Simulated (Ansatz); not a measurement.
Calculated with Ansatz (gas phase, PBE0-D4/def2-TZVP geometries, no zero-point term in ΔE). CCSD(T)/CBS is the MP2 limit (def2-TZVPP, def2-QZVPP) plus CCSD(T) − MP2 in def2-TZVPP, frozen cores. This one scheme is used for every species. Functionals use def2-TZVPP. B3LYP here is the variant with VWN-RPA as its local correlation; programs differ in this. One conformer a species, not always the lowest.

Reaction (formal exchange of groups at a C–C bond): `CCCCC(=O)OCC(C)C` + `CCl` → `CC(C)COC(=O)CCCl` + `CCC`

| level | ΔE (kJ/mol) |
| --- | --- |
| PBE-D4 | -4.1 |
| ωB97X-V | -0.8 |
| B3LYP | -3.9 |
| r2SCANh | -3.5 |
| HF/def2-TZVPP | 0.2 |
| MP2/def2-TZVPP | -1.8 |
| HF/CBS(def2) | 0.6 |
| CCSD/CBS(def2) | -0.1 |

(1) What does CCSD(T)/CBS give? (Estimate.)

Largest T1 diagnostic among the species: 0.012.

## Answers

(1) Computed: -1.0 kJ/mol. The listed levels differ from it by -3.1, 0.2, -2.9, -2.5, 1.2, -0.8, 1.6, 0.9 kJ/mol.

Leaving LDA and LC-ωPBE aside and taking each functional with its dispersion term where it has one, the values spread over 3.4 kJ/mol, from PBE-D4 to ωB97X-V. From BLYP to BHLYP (50 % exact exchange), in def2-TZVPP and without D4, ΔE moves by +3.6 kJ/mol.

CCSD(T)/CBS has its own doubt, a few kJ/mol and more with outer-core shells, so smaller differences from it don't rank the levels.
